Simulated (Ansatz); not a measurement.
Compare A (`[OH][GeH]1[O][SiH2]1`) with its isomer B (`[OH][Ge][O][SiH3]`).

Calculated with Ansatz (gas phase, PBE0-D4/def2-TZVP geometries, no zero-point term in ΔE). CCSD(T)/CBS is the MP2 limit (def2-TZVPP, def2-QZVPP) plus CCSD(T) − MP2 in def2-TZVPP, frozen cores. DFT in def2-TZVPP. B3LYP here is the variant with VWN-RPA as its local correlation; programs differ in this. For Ge outer-core shells are correlated without core-valence functions, which leaves a few kJ/mol of doubt a bond. Scalar relativity is left out up to krypton. One conformer a species, not always the lowest.

A:

```xyz
8

O    -0.024    1.197   -1.863
Ge   -0.283   -0.258   -0.890
O    -1.057    0.183    0.773
Si    0.368   -0.494    1.262
H     0.586    1.816   -1.454
H    -1.266   -1.084   -1.723
H     0.304   -1.770    2.019
H     1.373    0.411    1.876
```

B:

Z-matrix (Å, degrees):
```
Si
O 1 1.640
H 1 1.486 2 109.6
H 1 1.486 2 109.6 3 -119.8
H 1 1.490 2 110.8 3 120.1
Ge 2 1.800 1 137.6 3 -120.2
O 6 1.774 2 96.3 1 179.9
H 7 0.964 6 112.5 2 -0.0
```

(1) Which is lower in electronic energy at CCSD(T)/CBS, and by how much? (An estimate is asked.)

(2) Give E(B) − E(A) in kJ/mol with r2SCAN-D4, PBE0-D4, B3LYP-D4, B2PLYP, ωB97M-V, CCSD(T)/def2-TZVPP, B3LYP. (Best estimate.)

Largest T1 diagnostic: 0.015.

Results:

(1) Ansatz gave: B, by 150.4 kJ/mol.

(2) The calculation gave: r2SCAN-D4 -134.9, PBE0-D4 -138.0, B3LYP-D4 -167.6, B2PLYP -158.6, ωB97M-V -160.1, CCSD(T)/def2-TZVPP -144.9, B3LYP -167.0. None reverses the order clearly.

In def2-TZVPP, CCSD(T) changes the Hartree–Fock value by +40.1 kJ/mol (the triples alone add +6.6 kJ/mol) and MP2 by +44.3 kJ/mol.
